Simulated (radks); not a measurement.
Results of a calculation; reference values are marked as such.
O5.8+, configuration [He] 2s(up 0.2, down 0) (fractional occupations, a model configuration).

Level of theory: scalar-relativistic Kohn-Sham, PBE, spin-polarised, spherical densities, finite nucleus; Fermi nuclear charge, rms radius 2.6991 fm (a radial shooting solver on a logarithmic mesh with Libxc functionals).

Energy parts (eV):
| part | energy |
|---|---|
| total | -1637.961 |
| kinetic | 1639.305 |
| electron-nucleus | -3421.444 |
| Hartree | 275.827 |
| exchange-correlation | -131.649 |

Orbitals (lengths in bohr, moments of r in powers of bohr):
1s up: occ. 1; eigenvalue (eV) -684.9399; <r^2> 0.05257
1s down: occ. 1; eigenvalue (eV) -684.4530; <r^2> 0.05248
2s up: occ. 0.2; eigenvalue (eV) -144.8283; <r^2> 0.8782

The highest occupied level is 2s up at -144.83 eV. Spin moment in Bohr magnetons: 0.2.
